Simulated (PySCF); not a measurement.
**CHF3O2Si**

CHF3O2Si is a carbene (divalent C1, bonded to 2 O), neutral, singlet. The structure, one conformer, was relaxed in the gas phase by PBE0-D3(BJ)/def2-SVP. No frequency run checks that it is a minimum.

SMILES: O[C]O[Si](F)(F)F

Coordinates in Å:
```
C1      0.530    1.663    0.774
O2     -0.044    2.079   -0.311
O3      0.493    0.317    0.870
Si4     0.000   -1.035    0.087
F5     -0.952   -1.896    1.018
F6     -0.812   -0.622   -1.238
F7      1.251   -1.911   -0.341
H8     -0.420    1.377   -0.887
```

Shieldings: GIAO PBE0/pcSseg-2. Shifts are against computed references at the same level: C TMS (σ 184.1 ppm), H TMS (σ 31.24 ppm), Si TMS (σ 341.3 ppm). Core levels by delta-SCF with SCAN, pcX-2 on the ionised atom and pcseg-1 elsewhere, spin-free X2C (2p3/2 is the spin-free 2p value less a third of a first-order spin-orbit splitting); from the vacuum level, for chosen atoms.

(1) Give the shieldings and core levels atom by atom.

(2) Which of O2, O3 holds its core electrons tightest, and by how much against the loosest?

(3) By CAM-B3LYP/def2-SVPD (TDDFT singlets, Tamm-Dancoff triplets, ionisation by delta-SCF), where does absorption start, and what does vertical ionisation take?

Answers

(1) 
```
atoms   bonded to  σ (ppm)  δ (ppm)  core level (eV)
   C1         2 O   -127.7    311.8        1s 295.40
   O2   1 C + 1 H     15.5        -        1s 541.33
   O3  1 C + 1 Si     69.4        -        1s 540.70
  Si4   3 F + 1 O    453.8   -112.5     2p3/2 111.66
   F5        1 Si    331.9        -        1s 694.35
   F6        1 Si    306.3        -                -
   F7        1 Si    331.4        -                -
   H8         1 O    22.09     9.15                -
```

Values are those of this one static structure; atoms that internal rotation interchanges would show their mean in an NMR spectrum.

The core-hole state of C1 is spin-contaminated (⟨S²⟩ 0.80 against 0.75 for a pure doublet), so that value and differences from it are less sure.

(2) O2 (bonded to 1 C + 1 H), by 0.64 eV over O3 (bonded to 1 C + 1 Si).

(3) The lowest singlet lies at 4.60 eV (f 0.020), the strongest of the first 6 at 8.60 eV (f 0.095), the lowest triplet at 2.50 eV; vertical ionisation takes 10.30 eV.
